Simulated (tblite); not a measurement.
A geometry optimisation, step by step.

Species: C4H13AlN2Si2.
Bonds: C1–C2 (double), C2–C3, C3–Al4, Al4–N5, N5–Si6, Si6–C7, C7–N8, N8–Si9, N5–Si9. Hydrogens: H10, H11 on C1; H12 on C2; H13, H14 on C3; H15 on Al4; H16, H17 on Si6; H18, H19 on C7; H20 on N8; H21, H22 on Si9.

Computed with GFN2-xTB (tblite), gas phase: L-BFGS steps from a force-field or distance-geometry start until the largest atomic force falls under 0.01 eV/Å. 7 of its 163 geometries are shown.

Step 0: E = -695.4520 eV, largest atomic force 1.759 eV/Å
```
atom  x, y, z in Å  |  force x, y, z in eV/Å
C1      4.593    0.335    0.234   -0.421  -1.061   0.169
C2      3.436   -0.271   -0.055    0.936   0.545   0.221
C3      2.274    0.409   -0.645   -0.737  -0.049  -0.368
Al4     0.771    0.203    0.671   -0.962  -0.460  -0.372
N5     -0.970    0.702    0.182   -0.394  -1.403   0.033
Si6    -1.645   -0.252   -1.203    1.179   0.657   0.327
C7     -3.452    0.187   -0.915    0.767  -0.034  -0.977
N8     -3.635   -0.288    0.433    0.623  -1.025   1.286
Si9    -2.215    0.239    1.399   -0.070  -0.027   0.032
H10     4.782    1.373    0.067    0.023   0.184  -0.073
H11     5.370   -0.275    0.672    0.159   0.337  -0.001
H12     3.340   -1.330    0.171   -0.092   0.130  -0.146
H13     1.968   -0.150   -1.565    0.046   0.458   0.376
H14     2.451    1.466   -0.908    0.229  -0.322  -0.107
H15     0.955   -0.892    1.830   -0.036   0.526  -0.193
H16    -1.462   -1.689   -0.924    0.002  -0.008  -0.261
H17    -1.155    0.174   -2.491    0.307   0.092  -0.221
H18    -3.496    1.278   -0.936   -0.591  -0.150  -0.017
H19    -4.107   -0.280   -1.660   -0.288   0.326   0.466
H20    -3.576   -1.337    0.393   -0.446   1.204   0.165
H21    -2.547    1.350    2.303    0.004  -0.056  -0.352
H22    -1.690   -0.931    2.145   -0.239   0.137   0.009
```

Step 27: E = -696.4771 eV, largest atomic force 0.205 eV/Å
```
atom  x, y, z in Å  |  force x, y, z in eV/Å
C1      4.606    0.328    0.270    0.000   0.035   0.003
C2      3.478   -0.261   -0.095   -0.014  -0.041   0.001
C3      2.290    0.415   -0.683   -0.069   0.015   0.038
Al4     0.834   -0.038    0.640    0.023   0.036   0.015
N5     -0.937   -0.080    0.271    0.083   0.047   0.181
Si6    -1.592   -0.294   -1.327   -0.064  -0.039   0.040
C7     -3.416    0.061   -0.901   -0.049   0.038  -0.006
N8     -3.606   -0.234    0.518    0.058   0.170  -0.010
Si9    -2.222    0.101    1.481    0.125  -0.090   0.013
H10     4.765    1.382    0.116   -0.007   0.063   0.033
H11     5.416   -0.213    0.726    0.017  -0.032  -0.015
H12     3.363   -1.328    0.063    0.021  -0.100   0.002
H13     2.015   -0.058   -1.638    0.020  -0.037  -0.021
H14     2.523    1.463   -0.902   -0.048   0.022   0.003
H15     1.242   -0.512    2.051   -0.018   0.016  -0.003
H16    -1.465   -1.684   -1.801    0.081   0.019  -0.007
H17    -1.010    0.676   -2.250   -0.014   0.028  -0.112
H18    -3.616    1.127   -1.042   -0.064   0.047  -0.025
H19    -4.141   -0.474   -1.509   -0.025  -0.085   0.012
H20    -4.201   -1.021    0.696   -0.052  -0.012   0.032
H21    -2.251    1.513    1.926    0.015  -0.166  -0.074
H22    -2.086   -0.851    2.588   -0.019   0.065  -0.098
```

Step 54: E = -696.6720 eV, largest atomic force 0.110 eV/Å
```
atom  x, y, z in Å  |  force x, y, z in eV/Å
C1      4.582    0.342    0.340   -0.052  -0.001  -0.027
C2      3.558   -0.335   -0.162    0.016   0.027  -0.105
C3      2.292    0.274   -0.644   -0.071   0.054  -0.005
Al4     0.830   -0.022    0.695    0.007  -0.027  -0.065
N5     -0.902   -0.042    0.198    0.017  -0.058  -0.039
Si6    -1.597   -0.205   -1.386   -0.019  -0.045   0.009
C7     -3.446   -0.094   -0.932    0.002  -0.018  -0.006
N8     -3.516   -0.171    0.512   -0.066  -0.007   0.000
Si9    -2.119    0.059    1.469   -0.050  -0.037  -0.057
H10     4.550    1.417    0.402    0.053   0.018   0.063
H11     5.475   -0.141    0.698   -0.026   0.012  -0.012
H12     3.611   -1.414   -0.233    0.010  -0.064   0.035
H13     1.947   -0.182   -1.584    0.085  -0.065   0.003
H14     2.435    1.342   -0.849    0.054   0.049  -0.009
H15     1.113   -0.295    2.176    0.010  -0.008   0.106
H16    -1.265   -1.507   -1.997   -0.011   0.067   0.042
H17    -1.226    0.902   -2.278    0.029   0.006  -0.001
H18    -3.890    0.838   -1.305   -0.005   0.001   0.061
H19    -4.029   -0.908   -1.373    0.020  -0.008   0.023
H20    -4.451   -0.184    0.886    0.054   0.064   0.018
H21    -1.920    1.374    2.107   -0.085   0.019   0.008
H22    -2.043   -1.027    2.456    0.028   0.022  -0.043
```

Step 81: E = -696.6871 eV, largest atomic force 0.023 eV/Å
```
atom  x, y, z in Å  |  force x, y, z in eV/Å
C1      4.582    0.346    0.360    0.006  -0.011  -0.005
C2      3.574   -0.329   -0.174   -0.010   0.005   0.000
C3      2.306    0.271   -0.667   -0.003   0.003  -0.015
Al4     0.838   -0.032    0.674    0.000   0.000   0.000
N5     -0.904   -0.062    0.200    0.006   0.002   0.005
Si6    -1.611   -0.203   -1.381    0.003  -0.010   0.013
C7     -3.461   -0.110   -0.924   -0.004   0.001  -0.013
N8     -3.535   -0.174    0.520    0.008   0.005  -0.006
Si9    -2.129    0.049    1.464    0.009  -0.001  -0.001
H10     4.558    1.420    0.457   -0.013  -0.017   0.008
H11     5.470   -0.148    0.714    0.008   0.009   0.012
H12     3.641   -1.409   -0.253    0.000   0.014   0.006
H13     1.995   -0.204   -1.609    0.001  -0.010  -0.012
H14     2.451    1.338   -0.879    0.005   0.006   0.002
H15     1.135   -0.281    2.166   -0.005   0.001  -0.008
H16    -1.272   -1.495   -1.998   -0.004   0.001  -0.005
H17    -1.230    0.914   -2.256   -0.006  -0.001  -0.001
H18    -3.915    0.815   -1.299   -0.007   0.015   0.010
H19    -4.036   -0.933   -1.358    0.004  -0.015  -0.002
H20    -4.463   -0.084    0.897    0.008  -0.003   0.005
H21    -2.002    1.369    2.106    0.001   0.013   0.004
H22    -2.002   -1.041    2.437   -0.008  -0.008   0.003
```

Step 108: E = -696.6924 eV, largest atomic force 0.152 eV/Å
```
atom  x, y, z in Å  |  force x, y, z in eV/Å
C1      4.457    0.337    0.522   -0.107  -0.089  -0.043
C2      3.559   -0.335   -0.191    0.103   0.092   0.063
C3      2.341    0.253   -0.810    0.032  -0.016   0.016
Al4     0.877   -0.025    0.545   -0.009   0.021   0.023
N5     -0.886   -0.072    0.159    0.009  -0.005  -0.006
Si6    -1.646   -0.199   -1.399    0.004  -0.016   0.025
C7     -3.482   -0.121   -0.883   -0.013   0.000  -0.019
N8     -3.506   -0.144    0.564    0.063   0.017  -0.048
Si9    -2.066    0.055    1.463   -0.001  -0.019  -0.028
H10     4.380    1.401    0.680   -0.051  -0.011  -0.024
H11     5.309   -0.143    0.974   -0.018  -0.025  -0.040
H12     3.684   -1.405   -0.327    0.000   0.030   0.028
H13     2.102   -0.244   -1.761    0.015   0.025   0.016
H14     2.499    1.318   -1.022   -0.008  -0.019  -0.011
H15     1.239   -0.217    2.029    0.014  -0.009   0.008
H16    -1.313   -1.478   -2.046   -0.019   0.008  -0.002
H17    -1.294    0.939   -2.256   -0.004   0.026  -0.054
H18    -3.973    0.781   -1.270    0.042   0.004   0.029
H19    -4.053   -0.969   -1.278    0.008  -0.012   0.031
H20    -4.419   -0.042    0.969   -0.049  -0.003   0.040
H21    -1.886    1.367    2.109   -0.022   0.019  -0.007
H22    -1.934   -1.040    2.429    0.011  -0.016   0.002
```

Step 135: E = -696.7037 eV, largest atomic force 0.022 eV/Å
```
atom  x, y, z in Å  |  force x, y, z in eV/Å
C1      4.189    0.298    0.750    0.012   0.007   0.014
C2      3.530   -0.348   -0.205   -0.008  -0.007  -0.019
C3      2.396    0.229   -0.970   -0.009  -0.003  -0.003
Al4     0.940    0.018    0.405   -0.011  -0.013  -0.001
N5     -0.830   -0.046    0.053   -0.003   0.012   0.008
Si6    -1.687   -0.184   -1.452   -0.006  -0.009   0.013
C7     -3.487   -0.125   -0.817    0.011   0.000  -0.007
N8     -3.419   -0.079    0.627    0.005   0.002   0.003
Si9    -1.922    0.062    1.433    0.010  -0.007   0.005
H10     3.967    1.331    0.973    0.004   0.001   0.011
H11     4.993   -0.154    1.304   -0.001  -0.004  -0.008
H12     3.774   -1.383   -0.415    0.011   0.007  -0.003
H13     2.231   -0.291   -1.918    0.009   0.001  -0.001
H14     2.577    1.286   -1.196    0.003  -0.005   0.004
H15     1.360   -0.122    1.881   -0.012   0.014   0.003
H16    -1.396   -1.465   -2.112   -0.005  -0.008  -0.007
H17    -1.413    0.947   -2.349    0.001   0.005  -0.004
H18    -4.021    0.750   -1.204   -0.004  -0.001  -0.004
H19    -4.058   -1.004   -1.134   -0.009   0.006  -0.002
H20    -4.307   -0.001    1.094    0.004  -0.008  -0.002
H21    -1.715    1.362    2.096   -0.003  -0.008   0.003
H22    -1.713   -1.062    2.356    0.000   0.019  -0.003
```

Step 162: E = -696.7054 eV, largest atomic force 0.009 eV/Å
```
atom  x, y, z in Å  |  force x, y, z in eV/Å
C1      4.179    0.283    0.771    0.003   0.006   0.002
C2      3.550   -0.349   -0.214   -0.006  -0.007  -0.001
C3      2.406    0.219   -0.971    0.004   0.003   0.000
Al4     0.938    0.031    0.394    0.000  -0.004   0.000
N5     -0.831   -0.038    0.036   -0.001  -0.002   0.001
Si6    -1.700   -0.191   -1.460    0.003   0.007  -0.003
C7     -3.495   -0.121   -0.811    0.004  -0.001  -0.002
N8     -3.414   -0.091    0.632   -0.003  -0.007  -0.002
Si9    -1.912    0.067    1.425   -0.004  -0.003   0.004
H10     3.921    1.298    1.033   -0.001  -0.002   0.001
H11     4.994   -0.164    1.313   -0.003   0.001  -0.003
H12     3.835   -1.366   -0.459   -0.002   0.002  -0.002
H13     2.248   -0.296   -1.923    0.002   0.000   0.002
H14     2.579    1.279   -1.192    0.002   0.003  -0.002
H15     1.343   -0.060    1.878   -0.003   0.000  -0.001
H16    -1.426   -1.478   -2.116    0.002  -0.001   0.005
H17    -1.425    0.933   -2.367   -0.006  -0.005   0.004
H18    -4.024    0.763   -1.186    0.000   0.007  -0.001
H19    -4.078   -0.991   -1.132   -0.001  -0.001  -0.003
H20    -4.298   -0.028    1.108    0.003   0.003  -0.001
H21    -1.711    1.369    2.086    0.003   0.002  -0.001
H22    -1.691   -1.050    2.353    0.004   0.003   0.003
```

Question: Summarise the path.

Answer: The energy falls by 28.90 kcal/mol from step 0 to step 162; nine tenths of that is first reached at step 46. It rises by more than 0.2 meV at steps 45 and 117. The largest force goes from 1.759 to 0.009 eV/Å. Among the bonds N8–Si9 changes most, from 1.797 to 1.706 Å; the atoms move by 0.768 Å rms after alignment.

The cost below is that of the whole relaxation. On one thread of an Arm Neoverse N1, no GPU, on a shared host, this took 3.4 s wall.
